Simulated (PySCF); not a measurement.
Cartesian coordinates (Å):
```xyz
7

Zn     0.0043    -0.0430    -0.0253
O      1.5994    -0.5195     0.6314
H      2.3285    -0.3535     0.0067
C     -1.7803     0.4172    -0.5903
H     -2.0214     1.4691    -0.3350
H     -2.5277    -0.2360    -0.0952
H     -1.8947     0.2937    -1.6864
```
Charge 0, spin multiplicity 1.

What is the computed charge on the central atom (meta-Löwdin), dipole moment, HOMO, HOMO–LUMO gap, charge on the central atom (Mulliken), LUMO and total energy (PySCF with PBE-D3(BJ)/def2-TZVP // PBE-D3(BJ)/def2-SVP)?


```
Property                                         Result
----------------------------------------  -------------
charge on the central atom (meta-Löwdin)         1.09 e
dipole moment                                 0.381 e·Å
HOMO                                           -6.36 eV
HOMO–LUMO gap                                   5.19 eV
charge on the central atom (Mulliken)            0.38 e
LUMO                                           -1.17 eV
total energy                              -1894.7981 Ha
```
